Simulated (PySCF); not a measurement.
**Al (aluminium, neutral) across methods**

[Ne] 3s1 3p1 4s1, high-spin 4P determinant (an excited configuration). All numbers are calculated (PySCF 2.14, the non-relativistic Hamiltonian (point nucleus), in aug-cc-pV(T+d)Z with one added diffuse shell each of s, p, d, f type (7s6p5d3f, 71 functions)).

```tsv
method	E (hartree)	mean ε 3s α (eV)	mean ε 3p α (eV)	mean ε 4s α (eV)	Σ⟨r²⟩ (bohr²)	⟨S²⟩
r2SCAN	-242.0663	-12.420	-6.743	-1.823	77.58	3.750
LDA	-241.0341	-12.159	-6.393	-1.879	75.22	3.750
PBEsol	-241.4700	-12.068	-6.415	-1.840	76.33	3.750
revPBE	-242.0444	-12.045	-6.509	-1.853	77.10	3.750
PBE0	-241.9800	-13.355	-7.487	-2.157	77.77	3.750
PBE	-241.9553	-12.083	-6.490	-1.857	76.60	3.750
UHF	-241.64565	-16.798	-10.223	-2.797	84.72	3.750
wB97M-V	-242.0711	-15.485	-8.849	-2.936	77.67	3.750
```

The outer electron is Rydberg-like, and this basis confines it to a smaller radius and binds it less than a complete one would.
